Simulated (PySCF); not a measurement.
PySCF input (M06-2X/def2-TZVPD):

```python
from pyscf import gto, scf, dft

mol = gto.M(
    atom='''
    B     0.86898149   -0.01908620    0.04804700
    C    -0.68042635    0.03011614   -0.00855566
    H     1.43617382   -0.96026324    0.51593106
    H     1.52837762    0.85392089   -0.43100645
    H    -1.10901199    1.03181344   -0.06663557
    H    -0.92833931   -0.45791073   -0.96767820
    H    -1.18954946   -0.55282617    0.76048813
    ''',
    basis='def2-tzvpd',
    charge=1,
    spin=1,
    verbose=4,
)

mf = dft.UKS(mol, xc='m062x').density_fit(auxbasis='def2-universal-jkfit')
mf.grids.level = 4
mf.conv_tol = 1e-9
mf.max_cycle = 100
mf.max_memory = 1500
mf.kernel()
if not mf.converged:
    mf = mf.newton()
    mf.kernel(mf.make_rdm1())
for _ in range(2):
    mo, _, stable, _ = mf.stability(return_status=True)
    if stable:
        break
    mf.kernel(mf.make_rdm1(mo, mf.mo_occ))
mf.analyze()
```

Output:

```
PySCF version 2.14.0

[INPUT] verbose = 4
[INPUT] num. atoms = 7
[INPUT] num. electrons = 15
[INPUT] charge = 1
[INPUT] spin (= nelec alpha-beta = 2S) = 1
[INPUT] symmetry False subgroup None
[INPUT] Mole.unit = angstrom
[INPUT] Symbol           X                Y                Z      unit          X                Y                Z       unit  Magmom
[INPUT]  1 B      0.868981490000  -0.019086200000   0.048047000000 AA    1.642137023416  -0.036067690759   0.090795671107 Bohr   0.0
[INPUT]  2 C     -0.680426350000   0.030116140000  -0.008555660000 AA   -1.285819449437   0.056911256529  -0.016167854215 Bohr   0.0
[INPUT]  3 H      1.436173820000  -0.960263240000   0.515931060000 AA    2.713975187070  -1.814634531087   0.974968402557 Bohr   0.0
[INPUT]  4 H      1.528377620000   0.853920890000  -0.431006450000 AA    2.888215116715   1.613676614145  -0.814484148421 Bohr   0.0
[INPUT]  5 H     -1.109011990000   1.031813440000  -0.066635570000 AA   -2.095728929959   1.949844813245  -0.125922977454 Bohr   0.0
[INPUT]  6 H     -0.928339310000  -0.457910730000  -0.967678200000 AA   -1.754307046568  -0.865325869200  -1.828646774712 Bohr   0.0
[INPUT]  7 H     -1.189549460000  -0.552826170000   0.760488130000 AA   -2.247922691024  -1.044690055792   1.437114286683 Bohr   0.0

nuclear repulsion = 31.8752149525114
number of shells = 51
number of NR pGTOs = 159
number of NR cGTOs = 119
basis = def2-tzvpd
ecp = {}

******** <class 'pyscf.df.df_jk.DFUKS'> ********
method = DFUKS
initial guess = minao
damping factor = 0
level_shift factor = 0
DIIS = <class 'pyscf.scf.diis.CDIIS'>
diis_start_cycle = 1
diis_space = 8
diis_damp = 0
SCF conv_tol = 1e-09
SCF conv_tol_grad = None
SCF max_cycles = 100
direct_scf = False
number electrons alpha = 8  beta = 7
XC library pyscf.dft.libxc version 7.1.2
    S. Lehtola, C. Steigemann, M. J. T. Oliveira, and M. A. L. Marques,  SoftwareX 7, 1–5 (2018)
XC functionals = m062x
    Y. Zhao and D. G. Truhlar,  Theor. Chem. Acc. 120, 215 (2008)
    Y. Zhao and D. G. Truhlar,  Theor. Chem. Acc. 120, 215 (2008)
radial grids:
    Treutler-Ahlrichs [JCP 102, 346 (1995); DOI:10.1063/1.469408] (M4) radial grids

becke partition: Becke, JCP 88, 2547 (1988); DOI:10.1063/1.454033
pruning grids: <function nwchem_prune>
grids dens level: 4
symmetrized grids: False
atomic radii adjust function: <function treutler_atomic_radii_adjust>
small_rho_cutoff = 0
Set gradient conv threshold to 3.16228e-05
tot grids = 135256
******** <class 'pyscf.df.df.DF'> ********
auxbasis = def2-universal-jkfit
init E= -65.8470009529282
  alpha nocc = 8  HOMO = -0.358500876783893  LUMO = -0.0834550472613707
  beta  nocc = 7  HOMO = -0.382653234499145  LUMO = -0.3585008767839
[...]
  beta  nocc = 7  HOMO = -0.665591560973539  LUMO = -0.49826641523039
  HOMO = -0.665591560974  LUMO = -0.49826641523  gap/eV = 4.55315
Extra cycle  E= -65.4837922121307  delta_E= -6.03e-12  |g|= 1.32e-06  |ddm|= 3.94e-06
converged SCF energy = -65.4837922121307  <S^2> = 0.75680775  2S+1 = 2.0067962
uhf_internal: lowest eigs of H = [0.01169928 0.13814485 0.20529823]
<class 'pyscf.df.df_jk.DFUKS'> wavefunction is stable in the internal stability analysis
**** SCF Summaries ****
Total Energy =                         -65.483792212130737
Nuclear Repulsion Energy =              31.875214952511357
One-electron Energy =                 -145.290084841753583
Two-electron Energy =                   47.931077677111496
Two-electron Coulomb Energy =           58.865058476012912
DFT Exchange-Correlation Energy =      -10.933980798901416
HOMO-LUMO gap [eV] =                     4.553149131669588
**** MO energy ****
                             alpha | beta                alpha | beta
MO #1   energy= -10.7772116380671  | -10.7766249656343  occ= 1 | 1
MO #2   energy= -7.37468063968355  | -7.37431707623316  occ= 1 | 1
MO #3   energy= -1.06508768652117  | -1.04989662112164  occ= 1 | 1
MO #4   energy= -0.885544827787157 | -0.824810533112419 occ= 1 | 1
MO #5   energy= -0.782612834712726 | -0.715557659461942 occ= 1 | 1
MO #6   energy= -0.72012803280758  | -0.710163204744962 occ= 1 | 1
MO #7   energy= -0.70228540467056  | -0.665591560973539 occ= 1 | 1
MO #8   energy= -0.680538777360184 | -0.49826641523039  occ= 1 | 0
MO #9   energy= -0.280547598349315 | -0.276382734379641 occ= 0 | 0
MO #10  energy= -0.152758329036189 | -0.151683853697712 occ= 0 | 0
MO #11  energy= -0.120721452867665 | -0.120175695696717 occ= 0 | 0
MO #12  energy= -0.105234880298253 | -0.10335245457358  occ= 0 | 0
MO #13  energy= -0.102508721783184 | -0.0985518430061695 occ= 0 | 0
MO #14  energy= -0.0815611168081858 | -0.0793082570603024 occ= 0 | 0
MO #15  energy= -0.080675242885643 | -0.0786131288577293 occ= 0 | 0
MO #16  energy= -0.0652916751907271 | -0.0646446195876075 occ= 0 | 0
MO #17  energy= -0.0593372659193502 | -0.0552830744442352 occ= 0 | 0
MO #18  energy= -0.036988681523696 | -0.0298542337116963 occ= 0 | 0
MO #19  energy= -0.03196622097496  | -0.0290896097944802 occ= 0 | 0
MO #20  energy= -0.0142935951954272 | -0.0105986907250142 occ= 0 | 0
MO #21  energy= -0.00808372606286792 | -0.00612956573006179 occ= 0 | 0
MO #22  energy= 0.0118587003770187 | 0.0142617254346152 occ= 0 | 0
MO #23  energy= 0.0325816419441861 | 0.0315317104086091 occ= 0 | 0
MO #24  energy= 0.0349462812987436 | 0.0358560122513    occ= 0 | 0
MO #25  energy= 0.045002173951984  | 0.0469625429992234 occ= 0 | 0
MO #26  energy= 0.0561947114162905 | 0.0648028275489899 occ= 0 | 0
MO #27  energy= 0.0679873254176776 | 0.0727175967950195 occ= 0 | 0
MO #28  energy= 0.0900764777928703 | 0.0881177510246259 occ= 0 | 0
MO #29  energy= 0.10114330214818   | 0.10090554230103   occ= 0 | 0
MO #30  energy= 0.113929360149984  | 0.115384345602297  occ= 0 | 0
MO #31  energy= 0.121215438206286  | 0.121141080965384  occ= 0 | 0
MO #32  energy= 0.128291598432082  | 0.132203532076184  occ= 0 | 0
MO #33  energy= 0.155056703115696  | 0.155514019335873  occ= 0 | 0
MO #34  energy= 0.157125620868849  | 0.15675358864913   occ= 0 | 0
MO #35  energy= 0.165712718220362  | 0.161890344746953  occ= 0 | 0
MO #36  energy= 0.171227448122638  | 0.166271756761469  occ= 0 | 0
MO #37  energy= 0.182085213376413  | 0.182371930915025  occ= 0 | 0
MO #38  energy= 0.186433035549817  | 0.183964926536898  occ= 0 | 0
MO #39  energy= 0.204086443141344  | 0.200271160265954  occ= 0 | 0
MO #40  energy= 0.205589312142383  | 0.205577270164343  occ= 0 | 0
MO #41  energy= 0.211014367414686  | 0.209602224829383  occ= 0 | 0
MO #42  energy= 0.224470271953644  | 0.225949260163741  occ= 0 | 0
MO #43  energy= 0.252737083307165  | 0.252526829051326  occ= 0 | 0
MO #44  energy= 0.263591132673235  | 0.264391377485986  occ= 0 | 0
MO #45  energy= 0.280585685181388  | 0.278536273714376  occ= 0 | 0
MO #46  energy= 0.291650382791209  | 0.292815833318     occ= 0 | 0
MO #47  energy= 0.308706648296923  | 0.307236753894348  occ= 0 | 0
MO #48  energy= 0.344923037800782  | 0.34584570805967   occ= 0 | 0
MO #49  energy= 0.359428183225804  | 0.357768668127529  occ= 0 | 0
MO #50  energy= 0.398808585037333  | 0.395547746071227  occ= 0 | 0
MO #51  energy= 0.426445389505773  | 0.424105211762186  occ= 0 | 0
MO #52  energy= 0.452689339933759  | 0.452492650770527  occ= 0 | 0
MO #53  energy= 0.478372306053289  | 0.478165357090925  occ= 0 | 0
MO #54  energy= 0.4981589552423    | 0.498267571872301  occ= 0 | 0
MO #55  energy= 0.5460476786513    | 0.545654192677659  occ= 0 | 0
MO #56  energy= 0.546602890699838  | 0.547332310298428  occ= 0 | 0
MO #57  energy= 0.552136861082496  | 0.553280495474981  occ= 0 | 0
MO #58  energy= 0.592889128280756  | 0.593854831156396  occ= 0 | 0
MO #59  energy= 0.668091638134158  | 0.666327267548808  occ= 0 | 0
MO #60  energy= 0.686289695720798  | 0.686393062627193  occ= 0 | 0
MO #61  energy= 0.762909451269553  | 0.763276828381593  occ= 0 | 0
MO #62  energy= 0.769161248472777  | 0.768927917021795  occ= 0 | 0
MO #63  energy= 0.879688890090916  | 0.872427878428926  occ= 0 | 0
MO #64  energy= 0.901073702534186  | 0.899198549843002  occ= 0 | 0
MO #65  energy= 0.901271037047136  | 0.901936550444793  occ= 0 | 0
MO #66  energy= 0.948611916161147  | 0.942682244195613  occ= 0 | 0
MO #67  energy= 0.968783207680719  | 0.972479870957668  occ= 0 | 0
MO #68  energy= 0.978862917433262  | 0.979174291792464  occ= 0 | 0
MO #69  energy= 1.11113448469115   | 1.10897792117948   occ= 0 | 0
MO #70  energy= 1.29719487704253   | 1.29307660750795   occ= 0 | 0
MO #71  energy= 1.36026393449987   | 1.35977902569119   occ= 0 | 0
MO #72  energy= 1.4179750468135    | 1.42018018806401   occ= 0 | 0
MO #73  energy= 1.48435645484994   | 1.48567236344883   occ= 0 | 0
MO #74  energy= 1.50674637949392   | 1.50995219463278   occ= 0 | 0
MO #75  energy= 1.53786760021538   | 1.53741822371838   occ= 0 | 0
MO #76  energy= 1.58586001737882   | 1.58050940506092   occ= 0 | 0
MO #77  energy= 1.58863924098311   | 1.58815509689878   occ= 0 | 0
MO #78  energy= 1.61563082288295   | 1.62422987752454   occ= 0 | 0
MO #79  energy= 1.6214251868358    | 1.6285892724927    occ= 0 | 0
MO #80  energy= 1.66700969864938   | 1.66366858258557   occ= 0 | 0
MO #81  energy= 1.72547029238866   | 1.71538568639144   occ= 0 | 0
MO #82  energy= 1.7300767172846    | 1.726093843212     occ= 0 | 0
MO #83  energy= 1.73794602973892   | 1.72845486132395   occ= 0 | 0
MO #84  energy= 1.76497878518348   | 1.7610901350013    occ= 0 | 0
MO #85  energy= 1.8362759988041    | 1.83190205954306   occ= 0 | 0
MO #86  energy= 1.91011687050417   | 1.90159935458059   occ= 0 | 0
MO #87  energy= 1.99409635966431   | 1.99242778639905   occ= 0 | 0
MO #88  energy= 2.00303904554189   | 2.00016665482848   occ= 0 | 0
MO #89  energy= 2.02566075073895   | 2.02457198731808   occ= 0 | 0
MO #90  energy= 2.08305165755768   | 2.0745146196641    occ= 0 | 0
MO #91  energy= 2.12788770995787   | 2.12419874493366   occ= 0 | 0
MO #92  energy= 2.14906415204954   | 2.1417697286476    occ= 0 | 0
MO #93  energy= 2.24623334470492   | 2.23735616979162   occ= 0 | 0
MO #94  energy= 2.24964115293902   | 2.2474400180612    occ= 0 | 0
MO #95  energy= 2.3089791376342    | 2.31481010714034   occ= 0 | 0
MO #96  energy= 2.43945620657505   | 2.43649843513148   occ= 0 | 0
MO #97  energy= 2.44549093131925   | 2.44545371512065   occ= 0 | 0
MO #98  energy= 2.4542807228464    | 2.45375694260686   occ= 0 | 0
MO #99  energy= 2.60241828087751   | 2.61385066711497   occ= 0 | 0
MO #100 energy= 2.61837574985819   | 2.62268663690752   occ= 0 | 0
MO #101 energy= 2.70832474254083   | 2.70072668052446   occ= 0 | 0
MO #102 energy= 2.80552177760003   | 2.79758506436751   occ= 0 | 0
MO #103 energy= 2.8179337483176    | 2.81126035544636   occ= 0 | 0
MO #104 energy= 2.83200395000038   | 2.82916036907929   occ= 0 | 0
[...]
```

This state (charge 1, doublet) is run at the relaxed geometry of the species with charge 0 and multiplicity 1.
